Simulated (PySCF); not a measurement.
C5H12OP2.
Cartesian coordinates in Å at the PBE0-D3(BJ)/def2-SVP level; atoms count from 1:
```
atom  x, y, z in Å
O1    -1.7103    2.6555   -0.1210
C2    -0.4999    2.0605    0.2616
P3    -0.2890    0.3853   -0.5387
C4    -1.5980   -0.5188    0.4167
P5    -1.7945   -2.2757   -0.1783
C6     1.2302   -0.1800    0.2973
C7     2.5558    0.0249   -0.3933
C8     1.9845   -1.3481   -0.2836
H9    -1.7116    2.7268   -1.0828
H10    0.3875    2.6735    0.0050
H11   -0.5196    1.9618    1.3597
H12   -1.3346   -0.5459    1.4881
H13   -2.5195    0.0740    0.3081
H14   -3.0520   -2.5438    0.4486
H15   -2.3930   -1.9645   -1.4381
H16    1.2349   -0.1007    1.3923
H17    2.5473    0.5051   -1.3764
H18    3.4133    0.2899    0.2306
H19    2.4353   -2.0516    0.4207
H20    1.5801   -1.8145   -1.1863
```

Method: PBE0-D3(BJ)/def2-SVP geometry optimisation, gas phase (PySCF 2.14.0).

Masses are those of the commonest isotopes; rigid-rotor values at the optimised geometry. The values belong to one conformer with, in the numbering `[OH:1][CH2:2][P:3]([CH2:4][PH2:5])[CH:6]1[CH2:7][CH2:8]1`, H–O1–C2–P3 -58°, O1–C2–P3–C4 -70°, C2–P3–C4–P5 176°, P3–C4–P5–H -165° and -70°, C2–P3–C6–C7 -96°.

Q: What are A, B and C (GHz)?

A: Ia = 389.21, Ib = 421.06, Ic = 756.73 u·Å²; 505379 MHz·u·Å²/I gives 1298, 1200 and 667.8 MHz, that is A = 1.2985, B = 1.2003, C = 0.6678 GHz.

Q: Classify the top.

A: An asymmetric top. Ray's parameter κ = (2B − A − C)/(A − C) = 0.689; −1 is the prolate and +1 the oblate limit.

Q: What does the inertial defect say?

A: Not planar: Δ = Ic − Ia − Ib = -53.54 u·Å². For a rigid frame Δ = −2 Σ m c², so Σ m c² = 26.77 u·Å² lies off the ab plane: 13.50 from hydrogen and 13.26 from heavier atoms. The atom farthest from that plane is 1.59 Å away.

Q: Give the other two planar moments, Paa and Pbb, and the rms extents of the mass along the axes.

A: Paa = Σ m a² = (Ib + Ic − Ia)/2 = 394.29 and Pbb = Σ m b² = (Ia + Ic − Ib)/2 = 362.44 u·Å². With the mass M = 150.04 u, the rms extents √(P/M) along a, b and c are 1.62, 1.55, 0.42 Å.

Q: List the rotational levels J(Ka,Kc) to J = 5 (K).

A: Above 0(0,0), as E/k:
J = 1: 1(0,1) 0.090, 1(1,1) 0.094, 1(1,0) 0.120
J = 2: 2(0,2) 0.248, 2(1,2) 0.248, 2(1,1) 0.325, 2(2,1) 0.339, 2(2,0) 0.360
J = 3: 3(0,3) 0.468, 3(1,3) 0.468, 3(1,2) 0.605, 3(2,2) 0.608, 3(2,1) 0.678, 3(3,1) 0.706, 3(3,0) 0.722
J = 4: 4(0,4) 0.752, 4(1,4) 0.752, 4(1,3) 0.946, 4(2,3) 0.947, 4(2,2) 1.080, 4(3,2) 1.088, 4(3,1) 1.149, 4(4,1) 1.196, 4(4,0) 1.208
J = 5: 5(0,5) 1.101, 5(1,5) 1.101, 5(1,4) 1.350, 5(2,4) 1.350, 5(2,3) 1.543, 5(3,3) 1.545, 5(3,2) 1.671, 5(4,2) 1.689, 5(4,1) 1.740, 5(5,1) 1.810, 5(5,0) 1.817

Q: Which lines would a microwave search look for?

A: The dipole components are |μa| = 0.85 D, |μb| = 0.56 D, |μc| = 0.28 D. The squared components, which scale the intensities, stand as 1.00 : 0.44 : 0.11 (a : b : c). Some lines, for components of 0.1 D or more:

```csv
type,branch,"J(Ka,Kc)",MHz,lower level (cm⁻¹)
a,Q,"1(1,0) ← 1(1,1)",532,0.066
c,Q,"3(3,1) ← 3(2,1)",588,0.471
b,Q,"3(3,0) ← 3(2,1)",928,0.471
a,Q,"3(2,1) ← 3(2,2)",1458,0.423
b,Q,"3(2,1) ← 3(1,2)",1519,0.420
b,Q,"2(1,1) ← 2(0,2)",1610,0.172
b,Q,"2(2,1) ← 2(1,2)",1892,0.172
b,Q,"3(3,1) ← 3(2,2)",2046,0.423
a,Q,"3(1,2) ← 3(1,3)",2854,0.325
b,Q,"3(2,2) ← 3(1,3)",2915,0.325
b,R,"2(0,2) ← 1(1,1)",3191,0.066
a,R,"2(1,2) ← 1(1,1)",3204,0.066
b,R,"2(1,2) ← 1(0,1)",3302,0.062
a,R,"2(1,1) ← 1(1,0)",4269,0.083
b,R,"2(2,1) ← 1(1,0)",4563,0.083
b,R,"3(0,3) ← 2(1,2)",4580,0.172
a,R,"3(1,3) ← 2(1,2)",4581,0.172
b,R,"3(1,3) ← 2(0,2)",4594,0.172
c,R,"2(1,1) ← 1(0,1)",4899,0.062
c,R,"2(2,0) ← 1(1,0)",5010,0.083
b,R,"3(1,2) ← 2(2,1)",5544,0.236
a,R,"3(1,2) ← 2(1,1)",5838,0.226
a,R,"3(2,1) ← 2(2,0)",6616,0.250
b,R,"3(3,1) ← 2(2,0)",7204,0.250
c,R,"3(1,2) ← 2(0,2)",7448,0.172
c,R,"3(2,2) ← 2(1,2)",7496,0.172
b,R,"3(2,1) ← 2(1,2)",8954,0.172
```

Q: Estimate the classical rotational partition function at 50 K, 100 K and 200 K.

A: Point group C1, symmetry number σ = 1; q = (√π/σ)·√((kT/h)³/(ABC)), k/h = 20836.6 MHz/K: 58400 at 50 K, 165000 at 100 K, 467000 at 200 K.

No PBE0-D3(BJ)/def2-SVP frequencies stand behind this structure, so it isn't proved a minimum. No vibrational averaging or centrifugal distortion is included, and the geometry carries the error of its method.
